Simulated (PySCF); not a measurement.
tetrasiletane (H₈Si₄), SMILES [SiH2]1[SiH2][SiH2][SiH2]1. Atoms are numbered in the order given.

```xyz
12

Si     1.1453     1.1453    -0.2852
Si     1.1453    -1.1453     0.2852
Si    -1.1453    -1.1453    -0.2852
Si    -1.1453     1.1453     0.2852
H      2.0864     2.0864     0.3944
H      1.2802     1.2802    -1.7708
H      1.2802    -1.2802     1.7708
H      2.0864    -2.0864    -0.3944
H     -2.0864    -2.0864     0.3944
H     -1.2802    -1.2802    -1.7708
H     -1.2802     1.2802     1.7708
H     -2.0864     2.0864    -0.3944
```
Charge 0, spin multiplicity 1.

Geometry: PBE0-D3(BJ)/def2-SVP.

Computed with TDA-LC-ωPBE/def2-SVPD (PySCF).

Vertical excitations; the highest root listed may be one member of a degenerate set. The molecule is in vacuum. State labels are in the subgroup D2.

| state | symmetry | energy (eV) | λ (nm) | f | main pairs |
|---|---|---|---|---|---|
| S1 | B1 | 5.41 | 229 | 0.000 | HOMO→LUMO 96 % |
| S2 | B3 | 6.33 | 196 | 0.012 | HOMO−2→LUMO (degenerate set) |
| S3 | B2 | 6.33 | 196 | 0.012 | HOMO−1→LUMO (degenerate set) |
| S4 | A | 6.60 | 188 | 0.000 | HOMO−2→LUMO+2 35 %, HOMO−1→LUMO+1 35 %, HOMO→LUMO+3 14 %, HOMO→LUMO+5 7 % |
| S5 | B1 | 6.79 | 183 | 0.000 | HOMO−2→LUMO+1 41 %, HOMO−1→LUMO+2 41 % |
| S6 | B3 | 6.90 | 180 | 0.311 | HOMO→LUMO+1 (degenerate set) |
| S7 | B2 | 6.90 | 180 | 0.311 | HOMO→LUMO+2 (degenerate set) |
| S8 | A | 7.28 | 170 | 0.000 | HOMO−2→LUMO+2 44 %, HOMO−1→LUMO+1 44 % |
| S9 | A | 7.32 | 169 | 0.000 | HOMO→LUMO+3 78 % |
| S10 | B2 | 7.46 | 166 | 0.064 | HOMO−2→LUMO+3 73 % |
| T1 | B1 | 5.01 | 248 | 0 | HOMO→LUMO 91 % |
| T2 | B3 | 5.37 | 231 | 0 | HOMO−2→LUMO (degenerate set) |
| T3 | B2 | 5.37 | 231 | 0 | HOMO−1→LUMO (degenerate set) |
| T4 | B3 | 5.74 | 216 | 0 | HOMO→LUMO+1 68 %, HOMO−2→LUMO 11 % |
Triplets are in the Tamm–Dancoff approximation.
